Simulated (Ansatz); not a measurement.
Computed with Ansatz on PBE0-D4/def2-TZVP structures; ΔE is electronic, products minus reactants. CCSD(T)/CBS is the MP2 limit (def2-TZVPP, def2-QZVPP) plus CCSD(T) − MP2 in def2-TZVPP, frozen cores. This one scheme is used for every species. Functionals use def2-TZVPP. Elements past krypton have def2 core potentials. For In outer-core shells are correlated without core-valence functions, which leaves a few kJ/mol of doubt a bond. One conformer a species, not always the lowest.

Reaction (formal hydrolysis of the In–C bond): `C#[C][In]([CH3])[CH3]` + H₂O → `[CH3][In]([CH3])[OH]` + `C#C`

Is it downhill or uphill in electronic energy at CCSD(T)/CBS, and by how much? (An estimate is asked.)

The calculation gave: Downhill: ΔE = -2.1 kcal/mol.

What do these levels give: revPBE-D4, r2SCAN0-D4, BHLYP-D4, ωB97M-V, B2PLYP, PBE-QIDH, r2SCAN0, CAM-B3LYP, LC-ωPBE, HF/def2-SVP, CCSD(T)/def2-SVP, SCS-MP2/def2-QZVPP? (Best estimate.)

Computed: revPBE-D4 -3.1, r2SCAN0-D4 -1.4, BHLYP-D4 -1.6, ωB97M-V -1.8, B2PLYP -3.1, PBE-QIDH -0.3, r2SCAN0 -1.6, CAM-B3LYP -4.0, LC-ωPBE -2.4, HF/def2-SVP -0.3, CCSD(T)/def2-SVP -2.4, SCS-MP2/def2-QZVPP -1.8 kcal/mol.

Largest T1 diagnostic among the species: 0.014.

From PBE to PBE0 (25 % exact exchange), in def2-TZVPP and without D4, ΔE moves by +2.2 kcal/mol. Leaving LDA and LC-ωPBE aside and taking each functional with its dispersion term where it has one, the values, not all of them listed here, spread over 4.9 kcal/mol, from BLYP-D4 to PBE-QIDH.
